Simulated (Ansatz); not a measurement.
The same path of AlH$_{3}$Se (5 atoms, charge 0, multiplicity 1) was run twice with different band settings. The coordinate that changes most is the dihedral H4–Al1–Se2–H5.

These are results of RKS PBE-D4/def2-SVP (Ansatz 0.2.0), not measurements.

Relaxed end points:

```xyz
5
Properties=species:S:1:pos:R:3
Al -0.439 -0.536 0.167
Se 0.870 1.358 0.527
H -1.242 -1.078 1.433
H -0.478 -1.193 -1.287
H 1.339 1.375 -0.883
```

```xyz
5
Properties=species:S:1:pos:R:3
Al -0.358 -0.586 -0.212
Se 1.104 1.210 -0.474
H -1.019 -0.853 1.215
H -0.617 -1.469 -1.514
H 0.939 1.624 0.944
```

Common settings: movable images 5; climbing image yes; optimiser quadratic models (default); start path IDPP; force threshold 0.03 eV/Å; iteration limit 60; end points relaxed.

| run | spring |
| --- | --- |
| 1 | 5.0 eV/Å² |
| 2 | 20.0 eV/Å² |

Task: What does each run give, and how far can it be trusted?

Result: Run 1: converged after 4 iterations, highest image 0.353 eV above the first end. A vibrational analysis at the climbing image gives one clearly imaginary mode, 388i cm⁻¹: a first-order saddle point.
Run 2: converged after 4 iterations, highest image 0.353 eV above the first end. Another band between the same ends (5 images) ends at a top of the same energy, where a vibrational analysis finds 1 clearly imaginary mode.
